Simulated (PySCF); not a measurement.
**B3LYP on Rh⁺ (rhodium, charge +1)**

Configuration: [Kr] 4d8, high-spin 3F determinant. All numbers are calculated (PySCF 2.14, a scalar-relativistic core potential, in cc-pVDZ-PP with ECP28MDF).

```json
{"Total energy": "-109.8850 hartree", "One-electron energy": "-188.4072 hartree", "Hartree (Coulomb) energy": "89.7494 hartree", "Exchange-correlation energy": "-11.2272 hartree", "⟨S²⟩": "2.0014", "⟨L²⟩": "12.011", "Sum of ⟨r⟩": "21.09 bohr", "Sum of ⟨r²⟩": "33.91 bohr²", "Time after the integrals": "0.28 s of wall time on 1 thread of Intel(R) Xeon(R) 6975P-C (shared host)"}
```

```tsv
shell	electrons	mean orbital energy (hartree)	spread (hartree)	rms radius, mean of both spins (bohr)
4s α	1	-3.51215	0	1.05
4s β	1	-3.44200	0	1.05
4p α	3	-2.29301	0	1.17
4p β	3	-2.21593	0	1.17
4d α	5	-0.56989	0.02954	1.71
4d β	3	-0.52858	0	1.71
```

Energies and moments cover only the electrons outside the core potential.
